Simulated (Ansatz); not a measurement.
`B[SiH2]B[SiH2]C`, charge 0, multiplicity 1.

Q: Give a relaxed structure at PBE0-D4/def2-TZVP (the Gaussian-basis code of Ansatz). (Best estimate.)

A: The calculation gave: 
```xyz
15

B     0.6221   -1.5845    1.9030
Si   -0.5606    0.0370    1.8452
B    -1.4194   -0.2451    0.0556
Si   -0.5926    0.3961   -1.6553
C     1.1925    0.9528   -1.5157
H     0.2747   -2.5906    2.4458
H     1.6731   -1.5856    1.3326
H    -1.5277    0.0855    2.9775
H     0.2667    1.2794    1.8536
H    -2.4527   -0.8483    0.0075
H    -0.7143   -0.6446   -2.7200
H    -1.4528    1.5473   -2.0774
H     1.8343    0.1234   -1.2084
H     1.5632    1.3297   -2.4713
H     1.2934    1.7473   -0.7727
```
This is one stationary point; other conformers may exist.
